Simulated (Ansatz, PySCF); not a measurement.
Species: C3H5O2, net charge 0, doublet state. It need not be the lowest isomer of its formula. 
Coordinates optimised at B3LYP-D3(BJ)/def2-TZVP (Ansatz, a program for electronic structure):
SMILES: [CH2]OC(C)=O
```xyz
10

C     -1.8755    -0.3478     0.0199
O     -0.7943     0.4662     0.1589
C      0.4568    -0.0642    -0.0414
C      1.5059     0.9880     0.1578
O      0.6379    -1.2132    -0.3333
H     -2.8182     0.1393     0.1923
H     -1.7233    -1.3804    -0.2419
H      1.4391     1.3948     1.1679
H      1.3434     1.8130    -0.5373
H      2.4879     0.5534    -0.0039
```
Charge 0, spin multiplicity 2.

Dipole moments at this geometry, in debye (magnitudes).

```csv
level,program,dipole (D)
BLYP/def2-TZVPD,Ansatz,1.97
revPBE/def2-TZVPD,Ansatz,1.95
r2SCAN/def2-TZVPD,Ansatz,2.01
B97M-V/def2-TZVPD,Ansatz,?
PBE0/def2-TZVPD,Ansatz,2.02
BHLYP/def2-TZVPD,Ansatz,2.07
TPSSh/def2-TZVPD,PySCF,1.97
r2SCAN0/def2-TZVPD,Ansatz,2.04
CCSD(T)/aug-cc-pVDZ,Ansatz,?
```

What belongs in the gaps?


- B97M-V/def2-TZVPD, dipole (D): 2.00
- CCSD(T)/aug-cc-pVDZ, dipole (D): 1.91
